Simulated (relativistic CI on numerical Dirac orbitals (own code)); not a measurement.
Tc IX: q coefficients and field-shift factors

Calculated at this level of theory: Dirac-Coulomb-Breit CI, KLI orbitals optimised for each configuration, derivatives by finite differences, unscaled Slater integrals, QED left out (own radial code, finite nucleus).

Configuration list (outside the closed core [Ar] 3d10): 4s²4p⁵, 4s4p⁶, 4s²4p⁴4d, 4s4p⁵4d, 4s²4p⁴4f, 4s4p⁵4f. Double excitations out of closed p, d and f shells are left out; levels of such configurations are missing from the list, as are those of other unlisted configurations, and high levels can miss mixing partners.

With x = (α/α₀)² − 1 an excitation energy changes as ω = ω₀ + qx; K = 2q/ω₀ is the relative enhancement. Terms are leading LS components, so labels can repeat. The field-shift factor is F = δν/δ⟨r²⟩ for the transition from the lowest level.

Lowest level 4s²4p⁵ ²P°3/2.

| Level | ω₀ (cm⁻¹) | q (cm⁻¹) | K | F (GHz/fm²) |
| --- | --- | --- | --- | --- |
| 4s²4p⁵ ²P°1/2 | 27641 | 29330 | 2.12 | -0.444 |
| 4s4p⁶ ²S1/2 | 255535 | 35500 | 0.278 | -26.1 |
| 4s²4p⁴4d ⁴D5/2 | 337588 | 9889 | 0.0586 | 1.11 |
| 4s²4p⁴4d ⁴D7/2 | 338755 | 12240 | 0.0722 | 1.12 |
| 4s²4p⁴4d ⁴D3/2 | 339310 | 10310 | 0.0607 | 1.1 |
| 4s²4p⁴4d ⁴D1/2 | 343034 | 14260 | 0.0832 | 1.06 |
| 4s²4p⁴4d ⁴F9/2 | 354689 | 7388 | 0.0417 | 1.21 |
| 4s²4p⁴4d ⁴F7/2 | 362028 | 9333 | 0.0516 | 1.14 |
| 4s²4p⁴4d ²P1/2 | 367535 | 20340 | 0.111 | 1.07 |
| 4s²4p⁴4d ⁴F3/2 | 370743 | 14630 | 0.0789 | 1.09 |
| 4s²4p⁴4d ⁴F5/2 | 371760 | 26020 | 0.14 | 0.865 |
| 4s²4p⁴4d ⁴P1/2 | 373894 | 14270 | 0.0763 | 0.951 |
| 4s²4p⁴4d ⁴P3/2 | 375770 | 22910 | 0.122 | 1.02 |

At this charge configurations can still be misplaced by up to about 7 % of their energy.
